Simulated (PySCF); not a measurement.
disilicon carbide (CSi2), SMILES [Si]=C=[Si] (connectivity only; charge and spin as stated), neutral, multiplicity 1. Geometry optimised at r2SCAN-D4/def2-TZVP. A frequency run showed that this geometry is not a minimum.

TDA-PBE/def2-TZVPD (PySCF 2.14.0) puts the lowest singlet excitations at 2.85, 2.96, 2.96, 2.98, 2.98, 4.69 eV.

Q: What are the lowest excitation roots from PySCF with ADC(2)/aug-cc-pVDZ? (Estimate from the structure and the level; the computed values follow.)

A: 3.07, 3.11, 3.11, 3.32, 3.32, 4.44 eV. S1 differs by 0.22 eV (second minus first; roots are paired by order, and the bases may differ).
